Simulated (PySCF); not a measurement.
Cartesian coordinates in Å; atom numbers follow the order of the lines, from 1:
```xyz
18

C    -1.1053   -1.9674   -0.0500
C    -1.4298   -0.5565   -0.5295
Si   -0.2395    0.7553    0.1721
C    -0.6198    2.4762   -0.5270
O     1.2849    0.3802   -0.2549
Si    2.5772   -0.4647   -0.7364
H    -1.7799   -2.6975   -0.4954
H    -1.1966   -2.0338    1.0318
H    -0.0852   -2.2328   -0.3201
H    -2.4569   -0.3150   -0.2523
H    -1.3938   -0.5406   -1.6212
H    -0.2405    0.7441    1.6400
H     0.1153    3.1997   -0.1895
H    -1.5959    2.8220   -0.2034
H    -0.6105    2.4826   -1.6131
H     2.9011   -1.4247    0.3188
H     2.2395   -1.1535   -1.9832
H     3.6266    0.5329   -0.9279
```

Geometry: GFN2-xTB; GIAO absolute shieldings from PySCF 2.14, gas phase, non-relativistic, averaged over equivalent atoms.

At PBE0/pcSseg-1 (176 basis functions, 22 s wall time on 1 thread of an Arm Neoverse V1, shared host):
| atoms | σ (ppm) |
| --- | --- |
| C2 | 173.8 |
| C1 | 176.6 |
| C4 | 186.1 |
| Si3 | 351.0 |
| Si6 | 394.4 |
| O5 | 319.1 |
| H16/H17/H18 | 26.53 |
| H12 | 26.64 |
| H7/H8/H9 | 30.50 |
| H11 | 30.90 |
| H10 | 31.29 |
| H13/H14/H15 | 31.58 |

Question: Estimate the result of repeating the calculation with PBE0/def2-SVPD.

Answer: 
```json
{"atoms": "C2", "σ at PBE0/def2-SVPD": "182.1", "change": "+8.3"}
{"atoms": "C1", "σ at PBE0/def2-SVPD": "185.7", "change": "+9.1"}
{"atoms": "C4", "σ at PBE0/def2-SVPD": "193.8", "change": "+7.7"}
{"atoms": "Si3", "σ at PBE0/def2-SVPD": "419.2", "change": "+68.2"}
{"atoms": "Si6", "σ at PBE0/def2-SVPD": "456.2", "change": "+61.8"}
{"atoms": "O5", "σ at PBE0/def2-SVPD": "319.9", "change": "+0.8"}
{"atoms": "H16/H17/H18", "σ at PBE0/def2-SVPD": "26.47", "change": "-0.06"}
{"atoms": "H12", "σ at PBE0/def2-SVPD": "26.60", "change": "-0.04"}
{"atoms": "H7/H8/H9", "σ at PBE0/def2-SVPD": "30.65", "change": "+0.15"}
{"atoms": "H11", "σ at PBE0/def2-SVPD": "30.98", "change": "+0.08"}
{"atoms": "H10", "σ at PBE0/def2-SVPD": "31.28", "change": "-0.01"}
{"atoms": "H13/H14/H15", "σ at PBE0/def2-SVPD": "31.75", "change": "+0.17"}
```

The largest change is at Si3 (silicon bonded to 2 C, O, H). Cost: 227 basis functions, 51 s wall time on 1 thread of an Arm Neoverse N1, shared host. The order of the carbon signals is the same at both levels.
